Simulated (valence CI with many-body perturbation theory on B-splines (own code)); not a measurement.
## Pd XVI: electric-dipole lines

Computed by configuration interaction combined with many-body perturbation theory (CI+MBPT): three valence electrons over a frozen Dirac-Fock core [Ar] 3d10, a basis of 11 s, 11 p, 10 d, 8 f, 5 g, 2 h functions for each j, with the one-electron correlation potential Σ1 (screened to all orders), the two-electron term Σ2, the three-electron term Σ3, Breit, model QED; selected single and double excitations, second order for the rest, scaled by the run's own slope (own B-spline code, finite nucleus).

No measured levels were compared; by estimate levels hold to about 250 cm⁻¹ or 0.2 % of their energy and the worst to 1 %, as in measured heavy ions of charge 2 to 7; those with d or f electrons hold less well.

Lines 101 to 150 of 551 in falling wavelength, among levels below 1736600 cm⁻¹, chosen from the strongest by gf and those to the six lowest levels. Wavelengths and rates use the calculated energies, so an error of 1000 cm⁻¹ moves a line at 282.8 Å by 0.28 % and its rate by three times that or more. Electric multipoles are in the length gauge with retardation, E1 and E2 with the static RPA response of the core. Weak lines are less certain than strong ones. Lines between different terms over intervals too small for the method are left out, as are lines whose strength nearly cancels. Where a level lies close to another of its J and parity, the split of strength between their lines is uncertain. The highest levels of a list are the least certain.

Names give the largest LS component (configuration and term), which can be under half, so a name can repeat, a term be missing and a line seem to break the LS rules; names also repeat where a configuration has a term twice. Letters in brackets count levels of one name in rising energy.

```tsv
λ vac (Å)	Upper	Lower	A (s⁻¹)	log gf	Branch %
282.8	4p²4d ²F_5/2 [a]	4s4p4d ⁴F°_5/2	4.61e+09	-0.48	30.6
282.4	4p4d² ⁴F°_9/2	4s4p4f ⁴D_7/2	4.40e+09	-0.28	2.6
282.3	4p²4f ⁴G°_9/2	4s4p4f ²G_7/2 [a]	3.90e+09	-0.33	3.3
281.7	4s4p² ²D_3/2	4s²4p ²P°_1/2	1.13e+10	-0.27	98.8
280.5	4p²4f ⁴G°_11/2	4s4p4f ⁴G_11/2	1.55e+10	0.34	10.1
280.1	4s4p4d ²F°_7/2 [b]	4s²4d ²D_5/2	1.39e+10	0.12	10.4
278.5	4p4d² ²G°_9/2 [a]	4s4p4f ⁴F_7/2 [a]	4.22e+09	-0.31	7.3
278.5	4p4d² ⁴F°_7/2 [a]	4s4p4f ⁴G_7/2	4.44e+09	-0.38	3.1
278.0	4p³ ⁴S°_3/2 [a]	4s4p² ⁴P_3/2	6.28e+09	-0.54	18.2
277.7	4p4d² ⁴F°_9/2	4s4d² ⁴F_9/2 [a]	6.27e+09	-0.14	3.7
277.4	4p4d² ²G°_7/2 [a]	4s4d² ²G_9/2	4.44e+09	-0.39	4.7
277.1	4p²4f ⁴G°_11/2	4s4d² ²G_9/2	3.97e+09	-0.26	2.6
276.4	4p²4d ⁴F_9/2	4s4p4d ⁴F°_7/2	4.06e+09	-0.33	22.2
275.1	4p²4d ²F_7/2 [a]	4s4p4d ⁴F°_5/2	3.45e+09	-0.50	21.9
273.1	4p²4d ²D_3/2 [c]	4s4p4d ²F°_5/2	1.46e+10	-0.19	9.4
272.5	4p4d² ²G°_7/2 [b]	4s4p4f ²F_5/2 [a]	3.93e+09	-0.46	2.9
272.3	4p²4d ²D_5/2 [b]	4s4p4d ²F°_7/2 [a]	1.88e+10	0.10	52.8
271.5	4s4p4d ²F°_5/2	4s²4d ²D_3/2	1.79e+10	0.07	13.3
271.4	4p²4d ²D_5/2 [c]	4s4p4d ²F°_7/2 [b]	8.88e+09	-0.23	5.5
271.2	4p²4f ⁴G°_7/2	4s4p4f ⁴F_7/2 [a]	4.46e+09	-0.41	3.4
271.1	4p²4d ²D_3/2 [a]	4s4p4d ⁴D°_5/2	9.53e+09	-0.38	15.7
270.9	4p²4f ²D°_5/2 [b]	4s4p4f ⁴G_5/2 [b]	5.78e+09	-0.42	5.0
270.3	4p²4d ⁴D_5/2	4s4p4d ⁴F°_7/2	7.57e+09	-0.30	18.0
270.3	4p4d² ⁴D°_7/2 [c]	4s4d² ²G_9/2	4.97e+09	-0.36	3.3
270.2	4p²4f ⁴F°_3/2	4s4p4f ⁴G_5/2 [b]	7.88e+09	-0.46	5.7
270.2	4p²4f ⁴G°_7/2	4s4p4f ⁴G_5/2 [a]	6.47e+09	-0.25	4.9
268.8	4p4d² ²G°_7/2 [a]	4s4d² ⁴F_9/2 [a]	4.57e+09	-0.40	4.8
268.8	4p³ ⁴S°_3/2 [b]	4s4p² ⁴P_5/2	9.52e+09	-0.38	23.5
268.1	4p²4f ⁴D°_1/2	4s4p4f ⁴F_3/2	1.81e+10	-0.41	16.6
267.1	4p²4f ²F°_5/2 [b]	4s4p4f ²G_7/2 [a]	9.20e+09	-0.23	10.9
266.9	4p³ ²P°_1/2	4s4p² ²D_3/2	2.50e+10	-0.27	68.7
266.8	4p²4f ⁴D°_3/2	4s4p4f ⁴F_3/2	8.13e+09	-0.46	6.3
266.4	4p²4d ⁴D_7/2	4s4p4d ⁴F°_9/2	7.54e+09	-0.19	30.5
266.3	4p4d² ⁴D°_7/2 [c]	4s4p4f ⁴D_7/2	5.68e+09	-0.32	3.8
266.0	4p³ ²D°_5/2	4s4p² ⁴P_5/2	3.12e+09	-0.70	19.0
265.7	4p²4d ⁴P_5/2	4s4p4d ⁴D°_3/2	5.02e+09	-0.50	3.3
265.6	4p²4d ²P_3/2 [a]	4s4p4d ⁴F°_3/2	1.07e+10	-0.34	25.9
264.1	4p²4d ⁴D_1/2	4s4p4d ⁴F°_3/2	1.91e+10	-0.40	54.7
263.2	4p4d² ⁴F°_5/2 [b]	4s4p4f ⁴G_5/2 [a]	5.78e+09	-0.44	4.7
262.3	4p²4f ⁴F°_5/2	4s4p4f ²G_7/2 [a]	8.27e+09	-0.29	7.3
262.3	4p²4d ²G_9/2	4s4p4d ⁴F°_9/2	8.62e+09	-0.05	50.2
261.7	4p²4d ⁴P_5/2	4s4p4d ⁴P°_5/2	1.02e+10	-0.20	6.6
260.8	4p²4f ⁴F°_3/2	4s4p4f ⁴G_5/2 [a]	8.78e+09	-0.45	6.4
260.6	4p²4d ²G_7/2	4s4p4d ⁴F°_7/2	4.20e+09	-0.47	17.7
260.0	4p4d² ²G°_9/2 [b]	4s4p4f ²G_7/2 [a]	5.47e+09	-0.26	4.3
260.0	4s4p5p ²D_5/2 [b]	4s²5p ²P°_3/2	5.08e+10	0.49	28.6
259.6	4s4p5p ²P_1/2 [b]	4s²5p ²P°_1/2	4.55e+10	-0.04	21.6
259.4	4s4p5p ²P_3/2	4s²5p ²P°_3/2	4.70e+10	0.28	26.6
258.4	4p²4d ⁴D_5/2	4s4p4d ⁴F°_5/2	9.38e+09	-0.25	22.2
258.2	4s4p5s ²P°_1/2 [b]	4s²5s ²S_1/2	4.98e+10	0.00	13.9
```

How does gf follow from A for the line at 260.8 Å?

gf = 1.4992 × (2J+1)_upper × A / σ², with σ = 383452 cm⁻¹ and 2J+1 = 4: gf = 0.358.
